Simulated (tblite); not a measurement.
Species: C6H7B2F.
Numbering: `[CH2:1]=[CH:2][B:3]1[CH:4]=[CH:5][BH:6][C:7]([F:8])=[CH:9]1` (hydrogens: H10, H11 on C1; H12 on C2; H13 on C4; H14 on C5; H15 on B6; H16 on C9)

Computed with GFN2-xTB (tblite), gas phase: L-BFGS steps from a force-field or distance-geometry start until the largest atomic force falls under 0.01 eV/Å.

Geometry at step 1:
```
atom  x, y, z in Å
C1      2.9662   -0.0205    0.2792
C2      1.8857   -0.8004    0.3248
B3      0.4192   -0.3006    0.0969
C4      0.0565    1.2013   -0.2359
C5     -1.2297    1.5847   -0.4213
B6     -2.4119    0.5635   -0.3406
C7     -2.0436   -0.9270   -0.0162
F8     -3.0527   -1.8504    0.0766
C9     -0.7745   -1.3229    0.1842
H10     2.8891    1.0406    0.0713
H11     3.9532   -0.4305    0.4526
H12     2.0336   -1.8599    0.5534
H13     0.8365    1.9591   -0.2953
H14    -1.4371    2.6299   -0.6528
H15    -3.5268    0.9098   -0.5073
H16    -0.5715   -2.3677    0.4191
```

Question: Give the atomic forces at this geometry.

Answer: 
```tsv
atom	Fx (eV/Å)	Fy (eV/Å)	Fz (eV/Å)
C1	0.054	-0.068	0.025
C2	-0.590	-0.017	0.016
B3	-0.196	0.004	-0.078
C4	-0.302	-0.172	0.119
C5	0.217	-0.331	-0.013
B6	0.018	0.088	0.000
C7	0.104	0.288	-0.033
F8	0.251	0.162	-0.017
C9	0.270	0.039	0.052
H10	0.132	-0.242	0.040
H11	-0.009	0.226	-0.043
H12	0.020	0.269	-0.086
H13	-0.095	-0.091	-0.038
H14	0.043	-0.139	0.068
H15	0.211	-0.140	0.041
H16	-0.127	0.125	-0.054
```

The largest, 0.59 eV/Å, acts on C2; the rms over all components is 0.166 eV/Å. The forces sum to zero within rounding, as they must for an isolated molecule in no field.

Question: Give the force on C2 in Eh/bohr and in nN.

Answer: 0.590 eV/Å ÷ 51.422 = 0.01148 Eh/bohr, and 0.590 eV/Å × 1.602 = 0.95 nN.

Question: How far is this geometry from the end of the optimisation?

Answer: 0.039 eV above it, and 0.022 Å rms away after alignment. The bonds farthest from their final lengths, with half the difference of the two atoms' forces along the bond (positive lengthens):

```tsv
bond	now (Å)	final (Å)	force along bond (eV/Å)
B3–C9	1.574	1.553	-0.18
C2–B3	1.566	1.549	-0.17
B3–C4	1.581	1.564	-0.09
C5–B6	1.564	1.550	-0.06
B6–C7	1.569	1.556	-0.09
B6–H15	1.179	1.169	-0.13
```

The angle farthest from its final value is B3–C9–H16, 119.6° against 121.9°.

Of the 6 listed bonds off by 0.010 Å or more, this force points towards the final length in 6.

The cost below is that of the whole relaxation. The run took 0.16 s on one thread of an Arm Neoverse N1, shared host.
